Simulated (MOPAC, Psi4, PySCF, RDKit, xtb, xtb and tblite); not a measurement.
Two geometries of SMILES C#C/C=C\[Si](F)(F)F, relaxed at GFN2-xTB with one dihedral held; other torsions can differ between them too.

Structure A

```
11

C     -2.0718     0.1111     1.4237
C     -1.5734    -0.0461     0.3414
C     -0.9987    -0.2314    -0.9286
C      0.3199    -0.1751    -1.1598
Si     1.6124     0.1526     0.1327
F      1.6729    -0.8897     1.3293
F      1.5153     1.5586     0.8648
F      3.0720     0.1280    -0.4929
H     -2.5045     0.2486     2.3696
H     -1.6999    -0.4277    -1.7314
H      0.6613    -0.3320    -2.1747
```

Structure B

```
11

C     -2.1260     0.0812     1.4043
C     -1.5898    -0.0669     0.3391
C     -0.9854    -0.2404    -0.9187
C      0.3345    -0.1629    -1.1351
Si     1.6314     0.1669     0.1525
F      1.3172    -0.3324     1.6248
F      2.0039     1.7002     0.3449
F      3.0128    -0.5225    -0.2222
H     -2.5848     0.2095     2.3391
H     -1.6708    -0.4440    -1.7338
H      0.6842    -0.3136    -2.1487
```

Q: Which is lower in energy at the level DF-MP2 (frozen core)/cc-pVTZ // GFN2-xTB run with Psi4, and by how much?

A: A is lower, by 0.46 kcal/mol (dihedral C3–C4–Si5–F6: 60° in A, 30° in B).

E(B) − E(A) in kcal/mol at the other levels, on the same two geometries: GFN2-xTB (xtb and tblite) 0.15; MMFF94 // GFN2-xTB (RDKit) 0.00; PBE0/def2-SVP // GFN2-xTB (Psi4) 0.06; PBE0-D3(BJ)/def2-SVP // GFN2-xTB (Psi4) 0.09; PBE/def2-SVP // GFN2-xTB (Psi4) -0.01; PBE-D3(BJ)/def2-SVP // GFN2-xTB (Psi4) 0.01; HF/cc-pVTZ // GFN2-xTB (Psi4) 0.53; UFF // GFN2-xTB (RDKit) 1.42; PM7, restricted, heats of formation // GFN2-xTB (MOPAC) 0.09; AM1, restricted, heats of formation // GFN2-xTB (MOPAC) 0.25; GFN1-xTB // GFN2-xTB (xtb) 0.19; restricted B3LYP/6-31G*, spherical d, density fitting // GFN2-xTB (PySCF) 0.17; restricted MP2 (frozen core)/6-31G*, spherical d // GFN2-xTB (PySCF) 0.27; restricted Hartree-Fock/STO-3G // GFN2-xTB (PySCF) 0.26; restricted Hartree-Fock/6-31G*, spherical d, density fitting // GFN2-xTB (PySCF) 0.42.

MMFF94 has few fitted parameters for silicon.
